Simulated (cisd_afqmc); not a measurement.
Input (AFQMC/CISD/cc-pVTZ; cisd_afqmc is a phaseless AFQMC code with CISD trial states that reads the integrals written by Ansatz):

Ansatz 0.2 input:
```python
import cisd_afqmc

open("ham.yaml", "w").write("""\
crystal:
  periodic: [false, false, false]
  atoms:
    - {symbol: C, position_ang: [0.79922034, 0.39310550, -0.17166050]}
    - {symbol: O, position_ang: [0.51018320, 1.44279085, 0.65996448]}
    - {symbol: C, position_ang: [0.09017413, -0.89136581, -0.00099397]}
    - {symbol: O, position_ang: [-1.22111890, -0.92898094, -0.60610719]}
    - {symbol: H, position_ang: [1.14380014, 0.72666248, -1.14071108]}
    - {symbol: H, position_ang: [0.23878395, 1.10453243, 1.52323808]}
    - {symbol: H, position_ang: [0.64518488, -1.69563131, -0.48334911]}
    - {symbol: H, position_ang: [0.00985801, -1.13594580, 1.06915700]}
    - {symbol: H, position_ang: [-1.68650812, -0.12053509, -0.36326653]}
basis:
  gaussian:
    orbitals: cc-pVTZ
magnetization: {spin_polarized: true, initial_magnetization: 1}
correlation: {method: ccsd, electrons: outside_noble_gas, hamiltonian_folder: ham}
""")
rep = cisd_afqmc.ansatz("ham.yaml")
e_ccsd = rep["correlation"]["coupled_cluster"]["energy"]["hartree"]
out = cisd_afqmc.run("ham", e_ccsd, trial="CISD", walkers=1000, populations=1, threads=12, dt=0.005, steps=40, early=24, settle=10, least=100,
    cut=5e-5, rank_cut=2e-4, target=0.0007, seconds=1500, seed=4, memory=62639, gpu=True)
```

Output:

```
orbitals 186, occupied [13, 12], factors 1047 of 1111, rank of the doubles 1298 of 4337
E(HF) = -228.396896
E(CCSD) on the cut factors = -229.222937, shift to the whole factors -0.000014
Energy of the trial state on the determinant = -229.222933
  tau behind 7.2 of longer steps, mean of the populations' last blocks
   2.0  -229.25404
   4.0  -229.25476
   6.0  -229.25528
   8.0  -229.25471
  10.0  -229.25887
  12.0  -229.25459
  14.0  -229.25590
  16.0  -229.25541
  18.0  -229.25542
  20.0  -229.25631
  22.0  -229.25464
blocks 100 (0 outliers left out), error by blocks joined: 1: 0.00032, 2: 0.00037, 4: 0.00041, 8: 0.00040
E(AFQMC/CISD) = -229.25559 +/- 0.00041
```
